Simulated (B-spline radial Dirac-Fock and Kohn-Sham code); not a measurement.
Sb⁵⁺: non-radiative channels of the M3 vacancy

System: Sb⁵⁺, configuration [Kr] 4d10, inside a Watson sphere of charge -5 and radius 1.8 Å (a model of the Madelung potential; inside it an electron's potential energy is raised by 40.0 eV).

These are calculated numbers from a radial finite-basis atomic code; the model is independent-particle rates on relativistic LDA orbitals of the hole state (multipoles up to L = 3, Coulomb Auger matrix elements, transition energies from Dirac-Fock). Kinetic energies are configuration averages from the vacuum level; the two-hole energies are estimated from single-hole states.

| transition | kinetic energy (eV) | width (meV) | share (%) |
| --- | --- | --- | --- |
| M3-M4N1 | 13.66 | 143 | 2.9 |
| M3-M5N1 | 23.05 | 706 | 14.1 |
| M3-M4N2 | 60.94 | 106 | 2.1 |
| M3-M4N3 | 69.90 | 645 | 12.9 |
| M3-M5N2 | 70.00 | 726 | 14.5 |
| M3-M5N3 | 79.45 | 1450 | 28.9 |
| M3-M4N4 | 148.0 | 67.2 | 1.3 |
| M3-M4N5 | 148.8 | 44.9 | 0.9 |
| M3-M5N4 | 156.8 | 242 | 4.8 |
| M3-M5N5 | 158.6 | 428 | 8.5 |
| M3-N1N3 | 452.3 | 48.5 | 1.0 |
| M3-N2N3 | 497.0 | 54.2 | 1.1 |
| M3-N3N3 | 505.4 | 80.1 | 1.6 |
| M3-N3N4 | 582.2 | 98.2 | 2.0 |
| M3-N3N5 | 584.6 | 134 | 2.7 |

Coster-Kronig rates are the weakest part of this model and often come out 1.5 to 2.5 times too large. The listed channels hold 99 % of the non-radiative rate. Summed by principal shells, of 5.01 eV in all: MMN 91.0 %, MNN 9.0 %.
